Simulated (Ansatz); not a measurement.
Cost against result

The pair of H3O⁺ (SMILES [OH3+], atoms 1–4) and BF3 (SMILES FB(F)F, atoms 5–8), both closed shells, in one local arrangement (a lower one may exist), relaxed at PBE0-D4/def2-TZVP:

O1  (0.122, 0.134, -1.811)
H2  (0.063, -0.108, -0.826)
H3  (-0.723, 0.420, -2.199)
H4  (0.557, -0.550, -2.351)
F5  (0.065, -0.528, 0.602)
B6  (-0.006, 0.043, 1.844)
F7  (-0.272, 1.309, 1.882)
F8  (0.194, -0.720, 2.859)
(Å)

Interaction energies are counterpoise-corrected; the time is that of the whole pair.

Computed with Ansatz 0.2.0 (basis: as named in each row); correlated methods freeze the cores. B3LYP uses VWN-RPA correlation. Extrapolation: Hartree–Fock as exp(−7.88 √X), correlation as X^−2.97.

Times are rough, for one single point on 4 threads of a shared host (Arm Neoverse V2).

The estimate by CCSD(T) at an estimated basis limit (MP2 extrapolated from triple and quadruple zeta, plus CCSD(T) − MP2 in triple zeta) is -0.654 eV.

| method | basis | time (s) | interaction energy (eV) | method less estimate |
| --- | --- | --- | --- | --- |
| HF | STO-3G | under 1 | -0.928 | -0.274 |
| PBE-D4 | STO-3G | under 1 | -1.404 | -0.750 |
| SPW92 | def2-SVP | under 1 | -0.860 | -0.206 |
| B3LYP-D4 | 6-31G | under 1 | -0.752 | -0.098 |
| PBE-D4 | def2-SVP | under 1 | -0.714 | -0.060 |
| PBE0-D4 | def2-SVP | under 1 | -0.689 | -0.035 |
| PBE-D4 | def2-TZVPPD | 1 | -0.701 | -0.047 |
| revPBE-D4 | def2-TZVPPD | 1 | -0.650 | 0.004 |
| BLYP-D4 | def2-TZVPPD | 2 | -0.681 | -0.027 |
| wB97M-V | def2-SVP | 2 | -0.675 | -0.021 |
| HSE06-D4 | def2-TZVPPD | 2 | -0.686 | -0.032 |
| PBE0-D4 | def2-TZVPPD | 2 | -0.687 | -0.033 |
| CCSD(T) | def2-SVP | 2 | -0.582 | 0.072 |
| B3LYP-D4 | def2-TZVPPD | 2 | -0.684 | -0.030 |
| r2SCAN-D4 | def2-TZVPPD | 3 | -0.689 | -0.035 |
| B2PLYP | def2-TZVPPD | 4 | -0.649 | 0.005 |
| wB97X-V | def2-TZVPPD | 4 | -0.655 | -0.001 |
| B97M-V | def2-TZVPPD | 6 | -0.676 | -0.022 |
| wB97M-V | def2-TZVPPD | 6 | -0.659 | -0.005 |
| MP2 | def2-QZVPPD | 11 | -0.642 | 0.012 |
| CCSD(T) | def2-TZVPPD | 150 | -0.629 | 0.025 |

No T1 diagnostic of these runs exceeds 0.013.
